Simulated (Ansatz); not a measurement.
The cluster In2PF3 (the lowest singlet isomer of a short search). Total charge 0; singlet. Geometry r2SCAN-D4/def2-SVP, basis def2-TZVP, Ansatz.

Cartesian coordinates in Å:
```
In 0.638 0.128 -1.429
In -0.132 0.076 1.562
P 1.926 0.767 0.509
F -1.112 -0.436 -0.294
F -1.457 -0.321 2.921
F 0.137 -0.213 -3.270
```

```tsv
run	HOMO (eV)	LUMO (eV)
A	-6.55	-3.20
B	-8.99	-0.87
C	-6.22	-3.97
D	-6.94	-2.84
E	-6.19	-3.47
F	-5.97	-3.63
```

In the def2 sets In takes a core potential; there is no spin–orbit coupling. HSE06 is defined as in plane-wave codes, on full-range PBE exchange. The structure comes from a short search, and lower isomers may exist.

The runs used HSE06, LDA (SPW92), PBE, PBE0, r2SCAN, ωB97X-V. Estimate which is which.

A HSE06 (range-separated); B ωB97X-V (range-separated); C LDA (SPW92) (0 % exact exchange); D PBE0 (25 % exact exchange); E r2SCAN (0 % exact exchange); F PBE (0 % exact exchange). Exact exchange lowers occupied and raises empty levels; among semilocal functionals meta-GGAs tend to open the gap a little, and such runs are hard to tell apart. The gap grows from 2.25 eV (LDA (SPW92)) to 8.12 eV (ωB97X-V).
